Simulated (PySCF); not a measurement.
**Basis and Hamiltonian dependence of the excitation energy of Ga**

Ga [Ar] 3d10 4s2 4p1 (2P) → Ga [Ar] 3d10 4s1 4p1 5s1 (4P). All values are computed (PySCF 2.14, energy differences of UHF-based or UKS calculations, no spin-orbit coupling). Values in eV.

```json
{"basis": "aug-cc-pVDZ-PP with ECP10MDF", "Hamiltonian": "ECP", "functions": "32", "UHF": "7.332", "r2SCAN": "8.857", "PBE0": "8.714", "MP2 (valence)": "7.972", "CCSD(T) (valence)": "8.274", "CCSD(T) (valence and next inner shell)": "n/a"}
{"basis": "aug-cc-pVDZ-DK", "Hamiltonian": "spin-free X2C", "functions": "36", "UHF": "7.382", "r2SCAN": "8.875", "PBE0": "8.780", "MP2 (valence)": "8.026", "CCSD(T) (valence)": "8.327", "CCSD(T) (valence and next inner shell)": "n/a"}
{"basis": "ANO-RCC-VTZP", "Hamiltonian": "spin-free X2C", "functions": "43", "UHF": "9.555", "r2SCAN": "10.739", "PBE0": "10.579", "MP2 (valence)": "10.174", "CCSD(T) (valence)": "10.434", "CCSD(T) (valence and next inner shell)": "10.696"}
{"basis": "aug-cc-pVTZ-PP with ECP10MDF", "Hamiltonian": "ECP", "functions": "55", "UHF": "7.265", "r2SCAN": "8.806", "PBE0": "8.675", "MP2 (valence)": "8.039", "CCSD(T) (valence)": "8.302", "CCSD(T) (valence and next inner shell)": "n/a"}
{"basis": "x2c-TZVPPall with one added diffuse shell each of s, p, d type", "Hamiltonian": "spin-free X2C", "functions": "57", "UHF": "7.403", "r2SCAN": "8.888", "PBE0": "8.779", "MP2 (valence)": "8.153", "CCSD(T) (valence)": "8.409", "CCSD(T) (valence and next inner shell)": "8.701"}
{"basis": "aug-cc-pVTZ-DK", "Hamiltonian": "spin-free X2C", "functions": "59", "UHF": "7.267", "r2SCAN": "8.843", "PBE0": "8.738", "MP2 (valence)": "8.028", "CCSD(T) (valence)": "8.294", "CCSD(T) (valence and next inner shell)": "n/a"}
{"basis": "aug-cc-pVTZ-PP with one added diffuse shell each of s, d, f type with ECP10MDF", "Hamiltonian": "ECP", "functions": "68", "UHF": "7.249", "r2SCAN": "8.804", "PBE0": "8.672", "MP2 (valence)": "8.027", "CCSD(T) (valence)": "8.292", "CCSD(T) (valence and next inner shell)": "n/a"}
{"basis": "aug-cc-pVQZ-PP with ECP10MDF", "Hamiltonian": "ECP", "functions": "89", "UHF": "7.255", "r2SCAN": "8.823", "PBE0": "8.679", "MP2 (valence)": "8.074", "CCSD(T) (valence)": "8.312", "CCSD(T) (valence and next inner shell)": "n/a"}
{"basis": "dyall-av2z", "Hamiltonian": "non-relativistic", "functions": "92", "UHF": "7.152", "r2SCAN": "8.612", "PBE0": "8.519", "MP2 (valence)": "7.841", "CCSD(T) (valence)": "8.141", "CCSD(T) (valence and next inner shell)": "n/a"}
{"basis": "aug-cc-pVQZ-DK", "Hamiltonian": "spin-free X2C", "functions": "93", "UHF": "7.259", "r2SCAN": "8.813", "PBE0": "8.702", "MP2 (valence)": "8.074", "CCSD(T) (valence)": "8.312", "CCSD(T) (valence and next inner shell)": "n/a"}
{"basis": "def2-QZVPPD", "Hamiltonian": "non-relativistic", "functions": "95", "UHF": "7.094", "r2SCAN": "8.588", "PBE0": "8.490", "MP2 (valence)": "7.905", "CCSD(T) (valence)": "8.150", "CCSD(T) (valence and next inner shell)": "n/a"}
{"basis": "aug-cc-pVQZ-PP with one added diffuse shell each of s, p, d, f, g type with ECP10MDF", "Hamiltonian": "ECP", "functions": "114", "UHF": "7.242", "r2SCAN": "8.822", "PBE0": "8.677", "MP2 (valence)": "8.064", "CCSD(T) (valence)": "n/a", "CCSD(T) (valence and next inner shell)": "n/a"}
{"basis": "aug-cc-pV5Z-PP with ECP10MDF", "Hamiltonian": "ECP", "functions": "136", "UHF": "7.242", "r2SCAN": "8.833", "PBE0": "8.687", "MP2 (valence)": "8.086", "CCSD(T) (valence)": "n/a", "CCSD(T) (valence and next inner shell)": "n/a"}
```

Problem. Estimate the row for aug-cc-pwCVTZ-PP with ECP10MDF (ECP, 96 functions).

Solution. From the rows with the same Hamiltonian and similar size; the calculation gives UHF 7.26; r2SCAN 8.84; PBE0 8.70; MP2 (valence) 8.05; CCSD(T) (valence) 8.30 (eV).

Frozen in the all-electron rows: valence: [Ar] 3d10; valence and next inner shell: [Ne]; with a core potential, the same shells as far as they lie outside it.

At UHF, ANO-RCC-VTZP lies more than 0.3 eV from the median of the rows with comparable relativity. Of these, ANO-RCC-VTZP has no diffuse functions of the l that the added or promoted electron needs.

Non-relativistic rows lack the scalar-relativistic shift. The upper state lies above the first ionisation limit, but in LS coupling its spin forbids autoionisation to the ground ion. A Rydberg-like electron needs more diffuse functions than a valence basis has.
